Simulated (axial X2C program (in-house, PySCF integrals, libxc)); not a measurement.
# Which molecule has these constants?

All values come from calculations with an in-house all-electron X2C program for linear molecules (integrals from PySCF), spin-free (one-electron X2C) or two-component (2c: spin–orbit coupling with atomic mean-field Coulomb and Gaunt terms, which also bring small scalar terms), in Dyall basis sets with cores contracted in-house; open shells are unrestricted.

A two-component PBE0 calculation in a Dyall 3-zeta basis gave Re = 2.284 Å, ωe = 463.4 cm⁻¹, De = 2.14 eV, Ω = 1/2.

Task: Which molecule is it?
A. BeCl⁺
B. BeS⁺
C. BeP⁺
D. NaBe⁺
E. BeSi⁺

Result: E. The others have NaBe⁺ 2.939 Å and 211.9 cm⁻¹ (Ω = 0); BeS⁺ 1.835 Å and 877.3 cm⁻¹ (Ω = 3/2); BeCl⁺ 1.716 Å and 1020.7 cm⁻¹ (Ω = 0); BeP⁺ 2.014 Å and 660.1 cm⁻¹ (Ω = 1).

Each entry is the lowest single determinant of a limited PBE0 search at one distance. De goes to single-determinant-based atoms at the same level (for ions the charge split of lowest energy) and is withheld (n/a) where an atom does not fit its ground term or J level. Main or longest-lived isotopes. One determinant is a doubtful description, or other states lie close, for BeP⁺; these need not be ground states, and all values refer to the states named. Some open-shell Ω = 0 determinants are out of reach, so the Ω given for BeP⁺ need not be the lowest component. With several unpaired electrons the Ω given is that of one determinant, not necessarily of the lowest component. Some light 2c atoms are not at their ground J level, so De misses part of their lowering (0.04 eV or less). The functionals have no current term, which raises determinants with orbital currents.
